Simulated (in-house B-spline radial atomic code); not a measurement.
Stripping cadmium of all its electrons. The total binding energy is the sum of the 48 successive ionisation energies. Configuration: [Kr] 4d10 5s2. Method: Dirac-Hartree-Fock, average of configuration, Fermi nucleus of rms radius 4.6087 fm. Calculated with a B-spline radial code for spherical atoms.

Dirac-Coulomb total energy: -5593.3192 hartree. First-order corrections (hartree): Breit 3.808, self-energy 2.89, vacuum polarisation -0.3578, recoil 0.0185.

Q: What total binding energy follows, and how does it compare with the sum of NIST's ionisation energies?

A: 152029 eV from the corrected total, against 152046 ± 50 eV from NIST's table (measured, semi-empirical and theoretical entries, uncertainties added in quadrature). The difference, +17 eV, is within about twice the table's uncertainty, so it can't show the correlation energy.

Q: What share of the binding belongs to the last two electrons?

A: 42 % by NIST's values (63792.7 eV).
